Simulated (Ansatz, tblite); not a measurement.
Cost and result up the ladder for the cluster Ca₆O₅ (11 atoms). Total charge 0; singlet. Geometry: PBE-D4/def2-SVP.

Cartesian coordinates in Å:
```
Ca -1.2960 -0.7952 0.4971
Ca 1.1161 0.9786 -0.6334
Ca -1.2060 2.8995 -1.6115
Ca 1.0002 -2.7510 1.5195
Ca -1.8556 -4.3418 2.6034
Ca 1.6677 4.5673 -2.6096
O 0.9455 2.8880 -1.6922
O -1.0855 1.0749 -0.5868
O 0.9524 -0.5232 1.1218
O -1.1271 -2.7074 1.5975
O 0.8881 -1.2898 -0.2057
```

Ansatz on 4 threads of AMD EPYC 7B13 on a shared host; xTB runs through tblite on one thread. Times are rough, summed over both states, and most runs start from the orbitals of an earlier one. No level here is sound enough to serve as a yardstick. The other state is a doublet.

The xTB rows come from tblite. The structure holds one bond between oxygen atoms, so isomers without such links may lie far lower. HOMO above LUMO, or a gap near zero within one spin, warns that the state may not be the lowest or that an electron is smeared out. The structure comes from a short search, and lower isomers may exist.

Raw xTB energies of ions are shifted by several eV.

```tsv
level	functions	wall time
GFN1-xTB	74	0.063 s
GFN2-xTB	74	0.3 s
PBE-D4/def2-SVP	214	18 s
PBE0-D4/def2-SVP	214	38 s
```

(1) Estimate what each level gives for the vertical IE (eV).

## Answers

(1) 
```csv
level,vertical IE (eV),remarks
GFN1-xTB,7.29,–
GFN2-xTB,9.69,–
PBE-D4/def2-SVP,4.10,"gap within one spin near zero (+1 doublet), restricted SCF unstable in HF (singlet)"
PBE0-D4/def2-SVP,4.18,restricted SCF unstable in HF (singlet)
```
